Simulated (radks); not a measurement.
Results of a calculation; reference values are marked as such.
Polarisability of the samarium ion Sm+, [Xe] 4f6 6s1, at imaginary frequency. Code: a radial shooting solver on a logarithmic mesh with Libxc functionals. Model: scalar-relativistic Kohn-Sham, LDA (Slater exchange, VWN5 correlation), spin-polarised, spherical densities, finite nucleus; open shells are filled with parallel spins first (spin-orbit coupling, left out, can overturn this in heavy ions); Fermi nuclear charge, rms radius 5.0819 fm. Response by self-consistent Sternheimer equations with the Hartree and adiabatic LDA kernel, the relativistic mass of each level held fixed and spin-orbit coupling left out.

| w (hartree) | alpha1(iw) (bohr^3) |
|---|---|
| 0.00266 | 75.01 |
| 0.0143 | 74.20 |
| 0.0360 | 70.04 |
| 0.0697 | 59.49 |
| 0.118 | 43.83 |
| 0.186 | 29.00 |
| 0.280 | 18.72 |
| 0.413 | 12.49 |
| 0.605 | 8.636 |
| 0.892 | 5.922 |
| 1.35 | 3.791 |
| 2.12 | 2.154 |
| 3.59 | 1.044 |
| 6.94 | 0.3959 |
| 17.5 | 0.08940 |

Static values: alpha1 = 75.04 bohr^3 (11.12 angstrom^3; uncoupled 115.8). C6 = 661.5, triple-dipole C9 = 33980 atomic units. One-pole (London) frequency 4 C6 / (3 alpha1^2) = 0.157 hartree, against 0.332 for minus the highest occupied eigenvalue.
